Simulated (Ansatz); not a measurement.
Reaction (formal exchange of groups at the Si–O bond): `[SiH3][O][InH][Cl]` + `C/C=C/CO` → `OC/C=C/[SiH3]` + `C[O][InH][Cl]`

Program: Ansatz. Geometries: PBE0-D4/def2-TZVP. ΔE: electronic, gas phase. CCSD(T)/CBS is the MP2 limit (def2-TZVPP, def2-QZVPP) plus CCSD(T) − MP2 in def2-TZVPP, frozen cores. Double bonds are as drawn, so ΔE can hold a change between cis and trans. DFT in def2-TZVPP. Elements past krypton have def2 core potentials. For In outer-core shells are correlated without core-valence functions, which leaves a few kJ/mol of doubt a bond. Each species was taken in one conformer, which may not be the lowest.

| level | ΔE (kJ/mol) |
| --- | --- |
| LDA (SPW92) | 156.7 |
| CCSD/def2-TZVPP | 175.2 |

Question: What does CCSD(T)/CBS give? (Best estimate.)

Answer: The calculation gave: +173.4 kJ/mol. The listed levels differ from it by -16.7, 1.8 kJ/mol.

Question: What do rigid-rotor, harmonic-oscillator terms from PBE0-D4/def2-TZVP frequencies (298.15 K, 1 bar) make of the CCSD(T)/CBS value? (An estimate is asked.)

Answer: The calculation gave: ΔZPE = -1.9 kJ/mol, ΔH = +172.0 kJ/mol, ΔS = -1 J/(mol·K), ΔG = +172.3 kJ/mol. Modes under 50 cm⁻¹ make the entropy rough.

Largest T1 diagnostic among the species: 0.016.

From r2SCAN to r2SCAN0 (25 % exact exchange), in def2-TZVPP and without D4, ΔE moves by +6.0 kJ/mol. Leaving LDA and LC-ωPBE aside and taking each functional with its dispersion term where it has one, the values, not all of them listed here, spread over 26.3 kJ/mol, from revPBE-D4 to BHLYP-D4. In def2-TZVPP, CCSD(T) changes the Hartree–Fock value by −13.7 kJ/mol (the triples alone add −3.1 kJ/mol) and MP2 by −6.1 kJ/mol.

CCSD(T)/CBS has its own doubt, a few kJ/mol and more with outer-core shells, so smaller differences from it don't rank the levels.
